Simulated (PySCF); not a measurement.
C₄H₄S₂, SMILES C=C1SC=CS1. Atoms are numbered in the order given.

```xyz
10

C      0.0000     0.0000     2.2948
C      0.0000     0.0000     0.9482
S      0.0000     1.4850    -0.0358
C      0.0000     0.6722    -1.5880
C      0.0000    -0.6722    -1.5880
S      0.0000    -1.4850    -0.0358
H      0.0000    -0.9360     2.8551
H      0.0000     0.9360     2.8551
H      0.0000     1.2952    -2.4830
H      0.0000    -1.2952    -2.4830
```

Geometry optimised at TPSSh-D3(BJ)/def2-SVP.

These are TDDFT-PBE/def2-SVPD in PySCF 2.14.0 values and carry that method's errors.

Vertical excitations. Gas-phase values at a fixed geometry. State labels are in the subgroup C2v.

Computed excitation energies, oscillator strengths and character:
| state | symmetry | energy (eV) | λ (nm) | f | main pairs |
|---|---|---|---|---|---|
| S1 | B1 | 3.40 | 364 | 0.000 | HOMO→LUMO 100 % |
| S2 | B2 | 3.79 | 327 | 0.026 | HOMO→LUMO+1 95 % |
| S3 | A1 | 4.38 | 283 | 0.124 | HOMO→LUMO+2 93 % |
| S4 | A2 | 4.53 | 274 | 0.000 | HOMO→LUMO+3 100 % |
| S5 | B1 | 4.65 | 266 | 0.002 | HOMO→LUMO+4 99 % |
| S6 | B1 | 5.14 | 241 | 0.000 | HOMO→LUMO+5 98 % |
| S7 | A2 | 5.44 | 228 | 0.000 | HOMO→LUMO+7 95 % |
| S8 | B1 | 5.47 | 227 | 0.000 | HOMO→LUMO+6 98 % |
| S9 | A2 | 5.63 | 220 | 0.000 | HOMO→LUMO+8 93 % |
| S10 | A2 | 5.78 | 215 | 0.000 | HOMO−1→LUMO 98 % |
| T1 | B2 | 3.00 | 413 | 0 | HOMO→LUMO+1 98 % |
| T2 | A1 | 3.09 | 401 | 0 | HOMO→LUMO+2 98 % |
| T3 | B1 | 3.18 | 390 | 0 | HOMO→LUMO 100 % |
| T4 | A2 | 4.36 | 284 | 0 | HOMO→LUMO+3 99 % |
Triplets are in the Tamm–Dancoff approximation, which puts them higher than full response would, so one can lie above its singlet here.
